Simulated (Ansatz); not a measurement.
CH5AlFNO, relaxed with RKS PBE-D4/def2-SVP in Ansatz from a rough embedded geometry. The force threshold is 0.03 eV/Å; the program also tests the step.

Charge 0, multiplicity 1. The bonds changed during the relaxation, so this is another structure than the one it started from.

Start:

```xyz
10

N    -1.303    1.506   -0.225
C    -0.133    0.612   -0.052
F     0.875    1.116   -0.831
O    -0.446   -0.702   -0.543
Al    0.930   -1.879   -0.078
H    -1.056    2.402    0.142
H    -2.035    1.102    0.458
H     0.217    0.608    0.969
H     0.899   -2.638    1.314
H     2.052   -2.128   -1.154
```

Problem. By how much does the energy fall, and how many steps does the optimiser take? (An estimate is asked.)

Solution. Ansatz gave: 262.29 kJ/mol, in 26 steps.

Problem. Which bonds change most? (Estimate.)

Solution. Ansatz gave: F3–Al5 from 3.089 to 1.725 Å; C2–O4 from 1.437 to 1.252 Å; N1–C2 from 1.483 to 1.336 Å; O4–Al5 from 1.869 to 1.977 Å.

Problem. Give the relaxed structure. (Best estimate.)

Solution. Ansatz gave: 
```xyz
10

N    -1.614    1.372    0.019
C    -0.471    0.681    0.068
F     2.191   -0.065    0.368
O    -0.416   -0.542   -0.192
Al    1.321   -1.481   -0.094
H    -1.632    2.369    0.235
H    -2.485    0.900   -0.238
H     0.454    1.233    0.351
H     1.090   -2.531    1.097
H     1.563   -1.936   -1.614
```
